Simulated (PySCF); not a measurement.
One molecule, one basis, several functionals.

CH₈FGaN₂.
SMILES: `C[NH][Ga@H-]([NH3+])[F]`

Torsions of this conformer, `[CH3:1][NH:2][Ga@H-:3]([NH3+:4])[F:5]`: C1–N2–Ga3–N4 -124°.

PySCF, def2-SVPD basis, density fitting, gas phase, PBE0-D3(BJ)/def2-SVP geometry; singlet excitations by full TDDFT with frozen cores, triplets by Tamm–Dancoff TDDFT and ionisation energies by ΔSCF, from the lowest of the holes tried. One functional is left out:

| functional | exact exchange (%) | HOMO energy (eV) | LUMO energy (eV) | lowest singlet excitation (eV) | lowest triplet excitation (eV) | dipole moment (D) | mean polarisability (au) | vertical ionisation energy (eV) |
| --- | --- | --- | --- | --- | --- | --- | --- | --- |
| LDA | 0 | -4.89 | -0.97 | 4.01 | 3.86 | 4.583 | 67.7 | 8.27 |
| PBE | 0 | -4.76 | -0.95 | 3.90 | 3.75 | 4.561 | 66.9 | 8.07 |
| PBE0 | 25 | -6.08 | -0.22 | 4.94 | 4.75 | 4.653 | 62.2 | 8.16 |
| BHandHLYP | 50 | -7.37 | 0.24 | 5.61 | 5.37 | 4.697 | 59.0 | 8.09 |

Problem. Predict the row of B3LYP (20 % exact exchange) by straight lines through the other rows, and check it.

Solution. 
```
                       property   line  computed  computed − line  PBE0 (25 %), for comparison
               HOMO energy (eV)  -5.84     -5.87            -0.03                        -6.08
               LUMO energy (eV)  -0.44     -0.54            -0.10                        -0.22
 lowest singlet excitation (eV)   4.66      4.62            -0.04                         4.94
 lowest triplet excitation (eV)   4.47      4.46            -0.01                         4.75
              dipole moment (D)  4.627     4.626           -0.001                        4.653
       mean polarisability (au)   63.7      63.2             -0.5                         62.2
vertical ionisation energy (eV)   8.15      8.24            +0.09                         8.16
```

Problem. Which of these properties follows the share of exact exchange most closely, and which least?

Solution. Most closely the HOMO energy, least the vertical ionisation energy; the correlations over the tabulated rows are HOMO energy -0.999, lowest singlet excitation 0.994, LUMO energy 0.993, lowest triplet excitation 0.993, mean polarisability -0.990, dipole moment 0.979, vertical ionisation energy -0.395. The HOMO energy moves by -0.508 eV for every 10 %. Functionals with the same share still differ in their other parts: at 0 % LDA and PBE differ by 0.13 eV in it.
